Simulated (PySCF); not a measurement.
## Excitation energy of Be by level of theory

Be [He] 2s2 (1S) → Be [He] 2p2 (3P), as a difference of total energies. Computed with PySCF 2.14 in aug-cc-pVQZ-DK (6s5p4d3f2g, 80 functions), with scalar relativity by spin-free X2C-1e. Correlated levels: valence: 1s2 frozen. The calculations carry no spin-orbit coupling.

```tsv
method	excitation energy (eV)
UHF	6.444
LDA	5.961
PBE	5.935
PBE0	6.222
r2SCAN	6.050
M06	6.180
BP86	6.008
BLYP	6.076
HSE06	6.197
MP2 (valence)	7.076
SCS-MP2 (valence)	7.352
```

**Question.** How much does correlation contribute at MP2 (valence)?

**Answer.** 7.076 − (6.444) = 0.632 eV, measured against UHF.

Errors of the correlated levels include the incompleteness of this basis and the frozen core.

For comparison: 7.401 eV (measured; NIST levels, between the centres of gravity of the two terms).
